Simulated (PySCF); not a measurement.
Gas-phase reaction: TaCl5 + 5 HF → TaF5 + 5 HCl

Energies from PySCF (xtb for GFN2), thermal terms from the rigid-rotor harmonic-oscillator model, ideal gas at 1 bar. † marks an energy on the PBE0/def2-TZVP geometry and frequencies; other levels use their own. MP2 freezes the core. All species are closed-shell singlets. Ta: scalar-relativistic def2 core potential, no spin-orbit coupling. MP2 isn't extrapolated to the basis-set limit; its ΔH°(298 K) is -214.2 kJ in def2-SVP and -112.6 kJ in def2-TZVPP. The harmonic model lacks anharmonicity and excited electronic states, which grow with temperature; levels with a mode under 35 cm⁻¹ are left out. Soft modes under 120 cm⁻¹ make the harmonic entropy rough for TaCl5, TaF5.

```json
[
 {"level": "GFN2-xTB", "ΔE electronic, kJ": "-266", "ΔH°(298 K), kJ": "-299", "ΔS°(298 K), J/K": "1", "ΔG°(800 K), kJ": "-299"},
 {"level": "MP2/def2-SVP†", "ΔE electronic, kJ": "-187", "ΔH°(298 K), kJ": "-214", "ΔS°(298 K), J/K": "10", "ΔG°(800 K), kJ": "-219"},
 {"level": "PBE/def2-TZVP†", "ΔE electronic, kJ": "-160", "ΔH°(298 K), kJ": "-187", "ΔS°(298 K), J/K": "10", "ΔG°(800 K), kJ": "-192"},
 {"level": "PBE0/def2-QZVP†", "ΔE electronic, kJ": "-137", "ΔH°(298 K), kJ": "-164", "ΔS°(298 K), J/K": "10", "ΔG°(800 K), kJ": "-169"},
 {"level": "PBE0/def2-SVP†", "ΔE electronic, kJ": "-215", "ΔH°(298 K), kJ": "-242", "ΔS°(298 K), J/K": "10", "ΔG°(800 K), kJ": "-247"},
 {"level": "ωB97M-V/def2-TZVP†", "ΔE electronic, kJ": "-166", "ΔH°(298 K), kJ": "-193", "ΔS°(298 K), J/K": "10", "ΔG°(800 K), kJ": "-198"}
]
```
ΔH° is lowest at GFN2-xTB and highest at PBE0/def2-QZVP†. No reference value is set beside these.
